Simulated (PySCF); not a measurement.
C6H8, SMILES C#CC1CCC1.

Geometry: B3LYP-D3(BJ)/def2-SVP.

Calculation: SMD-M06-2X/def2-SVP in PySCF.

Solvation free energies are E(SMD) − E(gas) at the gas-phase geometry, for 1 M in both phases. In vacuum the dipole moment is 0.78 D.

Question: Rank water, methanol, dimethylsulfoxide by solvation free energy, most negative first.

Answer: methanol (-4.1 kcal/mol), dimethylsulfoxide (-3.4 kcal/mol), water (-0.3 kcal/mol)
